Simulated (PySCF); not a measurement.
A structure optimised at B3LYP-D3(BJ)/def2-SVP, used in a PySCF frequency run:

```
Ta
N 1 1.9741
H 2 1.0183 1 126.28
H 2 1.0205 3 109.75 1 176.73
N 1 1.9741 2 110.86 3 121.37
H 5 1.0183 1 126.28 2 -121.37
H 5 1.0205 6 109.75 1 -176.73
S 1 2.1725 2 107.53 3 4.09
Cl 1 2.3439 2 108.91 3 -118.81
```

Problem. Write its SMILES, formula and point group.

Solution. [NH2][Ta]([NH2])(=[S])[Cl], ClH4N2STa, Cs

Problem. What are its rotational constants (standard atomic weights)?

Solution. 2.1920, 1.4967, 1.3150 GHz
